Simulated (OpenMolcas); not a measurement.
Rh5+ among 4 point charges of -1.5 e arranged as a square (D4h).

```json
{
  "Program": "OpenMolcas 26.06",
  "Method": "CASSCF",
  "Basis": "ANO-RCC-VTZP [7s6p4d2f1g]",
  "Scalar Hamiltonian": "DKH2, point nucleus",
  "Active space": "4 electrons in 5 orbitals (4d)",
  "State averaging": "2S+1 = 5 even, 5 roots; 2S+1 = 3 even, 45 roots; 2S+1 = 1 even, 50 roots",
  "Spin-orbit coupling": "state interaction with AMFI integrals over the reference wave functions"
}
```

All point charges move together. At R = 1.88 Å the first state of the same spin is 5197 cm-1, and at R = 2.07 Å it is 3281 cm-1.

Q: A third run gives 7484 cm-1. What distance was it run at?

A: With a power law R^-n the two known points give n = -ln(3281 / 5197) / ln(2.07 / 1.88) = 4.78. Then R = 1.88 × (5197 / 7484)^(1/4.78) = 1.742 Å. The run was at 1.74 Å, so the estimate is off by +0.002 Å.

Without dynamic correlation the repulsion within the d shell is too large (B by tens of per cent), so at a given field states of lower spin stand too high. Point charges give a weaker field than real ligands, and real ions of this kind are as a rule low spin; the high spin found here belongs to the model. This is an electrostatic model: the charges have no orbitals. No measured value stands beside these numbers.
